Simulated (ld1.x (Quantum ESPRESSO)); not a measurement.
Varying the TM potential for La (Z = 57)

Base potential:

```
Element                 : La (Z = 57)
Generator               : ld1.x (Quantum ESPRESSO) 7.5
Type                    : norm-conserving Troullier–Martins (Kleinman–Bylander form)
Functional              : PBE
Relativity              : scalar-relativistic
Frozen core             : [Xe]
Valence charge          : 3
Reference configuration : 4f0 5d1 6s2 6p0
Partial waves           : 6p (bound, empty): rc 3.95 bohr; 5d (bound): rc 3.70 bohr; 4f (bound, empty): rc 1.70 bohr; 6s (bound): rc 4.05 bohr
Local potential         : the s channel
Core correction         : none
```

Cutoffs, loose and tight: the cutoffs (Ry, on a coarse ladder) from which the occupation-weighted sum of valence levels, in a spherical-Bessel basis at the reference potential, stays within 10 and 1 mRy of its value at 400 Ry. They do not see the model core or the augmentation charge, which bear on the density cutoff. Test errors are all-electron minus pseudo excitation energies from the reference, over the configurations 4f0 5d1 6s1 6p0; 4f0 5d1 6s0 6p0; 4f0 5d1 6s1.5 6p0; 4f0 5d2 6s1 6p0; 4f0 5d0 6s2 6p0; 4f1 5d0 6s2 6p0; 4f0 5d1 6s0 6p1. A dash means not determined; rows that change the core or the reference have their own tests. The largest error is taken over the tests solved by every variant that gives reliable tests at all: 4f0 5d0 6s2 6p0; 4f0 5d1 6s0 6p0; 4f0 5d1 6s0 6p1; 4f0 5d1 6s1 6p0; 4f0 5d1 6s1.5 6p0; 4f0 5d2 6s1 6p0.

For the base: The cutoffs count occupied waves only; the empty 4f level needs 110 Ry at the loose tolerance.

A true bound ghost makes a file unfit for plane-wave use even where its test errors are small: the radial tests pick states by their node count and pass the ghost by. Where a test does run into it, the solver fails or the error is huge.

```csv
change,outcome,"cutoff, loose","cutoff, tight",bound ghosts,largest test error (meV)
base,generated,10 Ry,12 Ry,none,+185
"all radii scaled by about 0.79 (s 3.18, p 3.10, d 2.90, f 1.34 bohr)",generated,10 Ry,15 Ry,p,+191
"all radii scaled by about 0.87 (s 3.52, p 3.42, d 3.22, f 1.48 bohr)",generated,10 Ry,15 Ry,p,+183
"all radii scaled by about 0.93 (s 3.76, p 3.66, d 3.44, f 1.58 bohr)",generated,10 Ry,12 Ry,none,+188
"all radii scaled by about 1.19 (s 4.80, p 4.68, d 4.38, f 2.02 bohr)",generated,8 Ry,10 Ry,none,+205
"all radii scaled by about 1.27 (s 5.16, p 5.04, d 4.72, f 2.16 bohr)",generated,8 Ry,10 Ry,none,+240
"all radii scaled by about 1.39 (s 5.64, p 5.50, d 5.14, f 2.36 bohr)",generated,8 Ry,8 Ry,f,+293
```

Task: What comes out with this change to the base: all radii scaled by about 1.13 (s 4.56, p 4.44, d 4.16, f 1.92 bohr)?

Result: outcome: generated; cutoff, loose: 8 Ry; cutoff, tight: 12 Ry; bound ghosts: none; largest test error (meV): +192.

Reading the sweep of the scale of all radii (base = 1) (base included, trends over the rows without a ghost): The loose cutoff stays near 8 Ry. Bound ghosts are found at 0.79, 0.87, 1.39.
